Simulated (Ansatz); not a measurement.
Molecule: C2H10NSi2 (charge 0, doublet). It need not be the lowest isomer of its formula. 
Structure (B3LYP-D3(BJ)/def2-TZVP (Ansatz, an electronic-structure program) minimum search):
SMILES: C[SiH](C)N[SiH2]
```xyz
15

Si    -0.7916    -0.1688    -0.2132
C     -1.8273     1.1637    -1.0226
C     -1.6777    -0.8516     1.2872
N      0.7741     0.4697     0.2155
Si     2.3364    -0.1972    -0.1154
H     -0.5246    -1.2709    -1.1698
H     -2.8102     0.7786    -1.3037
H     -1.3424     1.5469    -1.9221
H     -1.9866     2.0037    -0.3411
H     -2.6419    -1.2856     1.0110
H     -1.0811    -1.6287     1.7686
H     -1.8632    -0.0663     2.0243
H      0.7787     1.3923     0.6311
H      3.2644     0.1712     0.9953
H      2.1903    -1.6774    -0.1892
```
Charge 0, spin multiplicity 2.

Total electronic energies in hartree. Cores are frozen in the correlated levels unless marked. UHF or UKS for open shells. Spin-orbit coupling is left out. No relativistic terms. CBS marks a two-point X^-3 extrapolation of the correlation energy; Hartree-Fock from the larger set.

| level | program | energy (Eh) |
|---|---|---|
| HF/6-31G* | Ansatz | -713.86367 |
| HF/cc-pV(D+d)Z | Ansatz | -713.92018 |
| PBE-D3(BJ)/def2-TZVPD | Ansatz + dftd3 | -715.58265 |
| r2SCAN-D4/def2-TZVPD | Ansatz + dftd4 | -715.93331 |
| B3LYP-D3(BJ)/def2-TZVPD | Ansatz + dftd3 | -716.13917 |
| B3LYP-D4/def2-TZVPD | Ansatz + dftd4 | -716.13669 |
| HSE06/def2-TZVPD | Ansatz | ? |
| LC-wPBE/def2-TZVPD | Ansatz | -715.80288 |
| B2PLYP-D4/def2-TZVPD | Ansatz + dftd4 | -715.69863 |
| PBE-QIDH/def2-TZVPD | Ansatz | -715.45755 |
| MP2/cc-pV(D+d)Z | Ansatz | -714.56661 |
| SCS-MP2/cc-pV(Q+d)Z | Ansatz | -714.88428 |
| CCSD/cc-pV(T+d)Z | Ansatz | -714.85913 |
| CCSD(T) with core electrons (1s frozen past Ne)/cc-pwCVTZ | Ansatz | -715.56931 |
| CCSD(T)/CBS(cc-pV(T+d)Z,cc-pV(Q+d)Z) | Ansatz | -714.9920 |

Fill in the missing entries.


- HSE06/def2-TZVPD, energy (Eh): -715.63023
